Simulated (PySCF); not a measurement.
Al(Cl)(Me)(NH2) (CH5AlClN), SMILES [Cl][Al]([NH2])[CH3].

Geometry: B3LYP-D3(BJ)/def2-SVP. One conformer was computed; it need not be the lowest.

Method: HF/def2-TZVP in PySCF.

Symmetry labels are those of the subgroup Cs that the program uses (full group Cs).

Problem. List the valence orbital energies around the gap with their symmetry. (Estimate from the structure and the level; the computed values follow.)

Solution. 
| orbital | symmetry | energy (eV) |
|---|---|---|
| HOMO−7 | A' | -16.33 |
| HOMO−6 | A' | -14.97 |
| HOMO−5 | A" | -14.86 |
| HOMO−4 | A' | -13.86 |
| HOMO−3 | A' | -12.49 |
| HOMO−2 | A" | -12.43 |
| HOMO−1 | A' | -11.64 |
| HOMO | A" | -11.03 |
| LUMO | A' | 2.49 |
| LUMO+1 | A" | 2.83 |
| LUMO+2 | A' | 3.85 |
| LUMO+3 | A' | 4.31 |
